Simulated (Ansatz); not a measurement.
Cd5Te4I2⁺, a halide-capped cluster cut from zinc blende CdTe (2 I on the cations). Total charge 1; doublet. Geometry PBE-D4/def2-SVP, that of the neutral singlet; atoms count from 1.

```xyz
11

Cd   -1.998    2.393   -0.163
Cd    0.520    1.964    2.324
Cd   -1.829   -0.373    1.751
Cd   -0.793   -0.598   -2.164
Cd    2.001   -1.125    0.660
Te   -2.236    2.239    2.608
Te   -1.577    1.988   -2.706
Te    2.958    1.208    1.783
Te   -0.662   -2.214    0.255
I     0.111   -2.399   -3.944
I     3.505   -3.081   -0.405
```

In the def2 sets Cd, I, Te take a core potential; there is no spin–orbit coupling. Single mean-field runs in def2-TZVP are fitted with def2-universal-jkfit.

(1) Estimate the Mulliken populations from the PBE0/def2-TZVP orbitals of Ansatz.

(2) Where does the spin sit?

(3) And the Mayer bond orders between heavy atoms (over 0.3)?

## Answers

(1) 
```csv
atom,charge (e),spin (α − β),d electrons
Cd1,0.48,-0.01,10.00
Cd2,0.48,-0.01,10.00
Cd3,0.50,-0.01,10.00
Cd4,0.51,-0.03,10.01
Cd5,0.51,-0.03,10.01
Te6,-0.28,-0.01,–
Te7,-0.26,0.20,–
Te8,-0.26,0.21,–
Te9,-0.32,0.07,–
I10,-0.18,0.31,–
I11,-0.18,0.32,–
```
Mulliken values depend strongly on the basis.

(2) Summed by element: Cd -0.10, Te 0.47, I 0.63, of 1 unpaired in all. Largest on single atoms: I11 0.32, I10 0.31, Te8 0.21.

(3) Cd1–Te6 0.68 (2.79 Å); Cd1–Te7 1.10 (2.61 Å); Cd2–Te6 0.68 (2.78 Å); Cd2–Te8 1.09 (2.61 Å); Cd3–Te6 0.73 (2.78 Å); Cd3–Te9 0.98 (2.64 Å); Cd4–Te7 0.81 (2.76 Å); Cd4–Te9 0.54 (2.91 Å); Cd4–I10 0.76 (2.69 Å); Cd5–Te8 0.80 (2.76 Å); Cd5–Te9 0.55 (2.91 Å); Cd5–I11 0.77 (2.69 Å).
